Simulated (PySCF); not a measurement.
C₃H₃, doublet, at a GFN2-xTB geometry, with bond 4-3 at 1.3 times its length; PySCF with HF/3-21G.

The PySCF input:
```python
from pyscf import gto, scf

mol = gto.M(
    atom='''
C     0.00175930   -0.00079138    0.33446282
C     0.00804284   -0.00361788    1.52903105
C    -0.00590540    0.00265640   -1.12268107
H     0.05372985    1.33848990   -1.58647743
H     0.85747672   -0.55120368   -1.48748952
H    -0.92082503   -0.46849982   -1.47793980
''',
    basis='3-21g',
    spin=1,
    verbose=4,
)

mf = scf.UHF(mol)
mf.diis_space = 2
mf.kernel()
```

Task: What does PySCF print? Leave out banner, timings and long lists.

Result: 
```
PySCF version 2.14.0

[INPUT] verbose = 4
[INPUT] num. atoms = 6
[INPUT] num. electrons = 21
[INPUT] charge = 0
[INPUT] spin (= nelec alpha-beta = 2S) = 1
[INPUT] symmetry False subgroup None
[INPUT] Mole.unit = angstrom
[INPUT] Symbol           X                Y                Z      unit          X                Y                Z       unit  Magmom
[INPUT]  1 C      0.001759300000  -0.000791380000   0.334462820000 AA    0.003324595171  -0.001495491460   0.632043128650 Bohr   0.0
[INPUT]  2 C      0.008042840000  -0.003617880000   1.529031050000 AA    0.015198764864  -0.006836802352   2.889449920456 Bohr   0.0
[INPUT]  3 C     -0.005905400000   0.002656400000  -1.122681070000 AA   -0.011159588656   0.005019868477  -2.121559747534 Bohr   0.0
[INPUT]  4 H      0.053729850000   1.338489900000  -1.586477430000 AA    0.101534701214   2.529379331496  -2.998007845504 Bohr   0.0
[INPUT]  5 H      0.857476720000  -0.551203680000  -1.487489520000 AA    1.620396158990  -1.041623994052  -2.810947805961 Bohr   0.0
[INPUT]  6 H     -0.920825030000  -0.468499820000  -1.477939800000 AA   -1.740107115344  -0.885336349208  -2.792901450594 Bohr   0.0

nuclear repulsion = 52.4234840426163
number of shells = 21
number of NR pGTOs = 54
number of NR cGTOs = 33
basis = 3-21g
ecp = {}

******** <class 'pyscf.scf.uhf.UHF'> ********
method = UHF
initial guess = minao
damping factor = 0
level_shift factor = 0
DIIS = <class 'pyscf.scf.diis.CDIIS'>
diis_start_cycle = 1
diis_space = 2
diis_damp = 0
SCF conv_tol = 1e-09
SCF conv_tol_grad = None
SCF max_cycles = 50
direct_scf = True
direct_scf_tol = 1e-13
number electrons alpha = 11  beta = 10
Set gradient conv threshold to 3.16228e-05
init E= -114.744354432572

cycle= 1 E= -114.409616798105  delta_E= 0.335  |g|= 0.27  |ddm|= 1.72
cycle= 2 E= -114.468146023072  delta_E= -0.0585  |g|= 0.152  |ddm|= 0.624
cycle= 3 E= -114.481793184308  delta_E= -0.0136  |g|= 0.0408  |ddm|= 0.212
cycle= 4 E= -114.484408587121  delta_E= -0.00262  |g|= 0.0208  |ddm|= 0.107
cycle= 5 E= -114.485164626078  delta_E= -0.000756  |g|= 0.0111  |ddm|= 0.0553
cycle= 6 E= -114.485349113512  delta_E= -0.000184  |g|= 0.00733  |ddm|= 0.0212
cycle= 7 E= -114.485412579752  delta_E= -6.35e-05  |g|= 0.00465  |ddm|= 0.0106
cycle= 8 E= -114.485454773589  delta_E= -4.22e-05  |g|= 0.00352  |ddm|= 0.00848
cycle= 9 E= -114.485485035315  delta_E= -3.03e-05  |g|= 0.00264  |ddm|= 0.00845
cycle= 10 E= -114.485501178083  delta_E= -1.61e-05  |g|= 0.00219  |ddm|= 0.00552
cycle= 11 E= -114.485510324241  delta_E= -9.15e-06  |g|= 0.00184  |ddm|= 0.00381
cycle= 12 E= -114.485519251293  delta_E= -8.93e-06  |g|= 0.00161  |ddm|= 0.00404
cycle= 13 E= -114.485528207071  delta_E= -8.96e-06  |g|= 0.00136  |ddm|= 0.00479
cycle= 14 E= -114.485534657872  delta_E= -6.45e-06  |g|= 0.0012  |ddm|= 0.00384
cycle= 15 E= -114.48553823139  delta_E= -3.57e-06  |g|= 0.00109  |ddm|= 0.00236
cycle= 16 E= -114.48554180255  delta_E= -3.57e-06  |g|= 0.00103  |ddm|= 0.00239
cycle= 17 E= -114.485545853639  delta_E= -4.05e-06  |g|= 0.000982  |ddm|= 0.00283
cycle= 18 E= -114.48555021285  delta_E= -4.36e-06  |g|= 0.000961  |ddm|= 0.00306
cycle= 19 E= -114.485552648051  delta_E= -2.44e-06  |g|= 0.000954  |ddm|= 0.00171
cycle= 20 E= -114.485555263501  delta_E= -2.62e-06  |g|= 0.000958  |ddm|= 0.00181
cycle= 21 E= -114.485555002458  delta_E= 2.61e-07  |g|= 0.000958  |ddm|= 0.000183
cycle= 22 E= -114.485558294984  delta_E= -3.29e-06  |g|= 0.00097  |ddm|= 0.00224
cycle= 23 E= -114.485554118728  delta_E= 4.18e-06  |g|= 0.00095  |ddm|= 0.00285
cycle= 24 E= -114.485547830123  delta_E= 6.29e-06  |g|= 0.000917  |ddm|= 0.00457
cycle= 25 E= -114.485547839469  delta_E= -9.35e-09  |g|= 0.000894  |ddm|= 0.000599
cycle= 26 E= -114.485550568843  delta_E= -2.73e-06  |g|= 0.000897  |ddm|= 0.00202
cycle= 27 E= -114.48555170915  delta_E= -1.14e-06  |g|= 0.000899  |ddm|= 0.000837
cycle= 28 E= -114.485552922286  delta_E= -1.21e-06  |g|= 0.000904  |ddm|= 0.00089
cycle= 29 E= -114.485554163885  delta_E= -1.24e-06  |g|= 0.000911  |ddm|= 0.00089
cycle= 30 E= -114.485547646764  delta_E= 6.52e-06  |g|= 0.000874  |ddm|= 0.00484
cycle= 31 E= -114.485546370006  delta_E= 1.28e-06  |g|= 0.00085  |ddm|= 0.00114
cycle= 32 E= -114.485549007559  delta_E= -2.64e-06  |g|= 0.000857  |ddm|= 0.00204
cycle= 33 E= -114.485549699393  delta_E= -6.92e-07  |g|= 0.000859  |ddm|= 0.00053
cycle= 34 E= -114.485550085931  delta_E= -3.87e-07  |g|= 0.000862  |ddm|= 0.000314
cycle= 35 E= -114.485552408791  delta_E= -2.32e-06  |g|= 0.000875  |ddm|= 0.00174
cycle= 36 E= -114.485547023309  delta_E= 5.39e-06  |g|= 0.000847  |ddm|= 0.0041
cycle= 37 E= -114.485546256411  delta_E= 7.67e-07  |g|= 0.000833  |ddm|= 0.000679
cycle= 38 E= -114.485548829762  delta_E= -2.57e-06  |g|= 0.000844  |ddm|= 0.00201
cycle= 39 E= -114.485548841859  delta_E= -1.21e-08  |g|= 0.000844  |ddm|= 4.22e-05
cycle= 40 E= -114.485551379241  delta_E= -2.54e-06  |g|= 0.000859  |ddm|= 0.00194
cycle= 41 E= -114.485548482416  delta_E= 2.9e-06  |g|= 0.000839  |ddm|= 0.00222
cycle= 42 E= -114.485543553615  delta_E= 4.93e-06  |g|= 0.000804  |ddm|= 0.00403
cycle= 43 E= -114.485545611058  delta_E= -2.06e-06  |g|= 0.000802  |ddm|= 0.00173
cycle= 44 E= -114.48554688131  delta_E= -1.27e-06  |g|= 0.000807  |ddm|= 0.00103
cycle= 45 E= -114.485547739935  delta_E= -8.59e-07  |g|= 0.000815  |ddm|= 0.000691
cycle= 46 E= -114.485548476106  delta_E= -7.36e-07  |g|= 0.00082  |ddm|= 0.000585
cycle= 47 E= -114.485542644494  delta_E= 5.83e-06  |g|= 0.000771  |ddm|= 0.00482
cycle= 48 E= -114.485541538984  delta_E= 1.11e-06  |g|= 0.000754  |ddm|= 0.00112
cycle= 49 E= -114.48554387495  delta_E= -2.34e-06  |g|= 0.00076  |ddm|= 0.00204
cycle= 50 E= -114.485544329459  delta_E= -4.55e-07  |g|= 0.000762  |ddm|= 0.000402
SCF not converged.
SCF energy = -114.485544329459 after 50 cycles  <S^2> = 0.76540509  2S+1 = 2.0153462
```

The run did not converge; its last values are not results.
